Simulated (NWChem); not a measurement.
System: CHCl, singlet; SMILES [CH]Cl

Computed with NWChem. Pople sets run with spherical d functions. Low-valent species are run as closed-shell singlets; no triplet was tried in these runs. Each level has its own optimisation; frequencies are unscaled.

For level B3LYP/6-31G*:

* **r C–Cl (Å)**: 1.727
* **lowest (cm⁻¹)**: 781

**Question.** Estimate the same quantities for level PBE0/def2-TZVP.

**Answer.** 
| Quantity | Result |
|---|---|
| r C–Cl (Å) | 1.682 |
| lowest (cm⁻¹) | 844 |
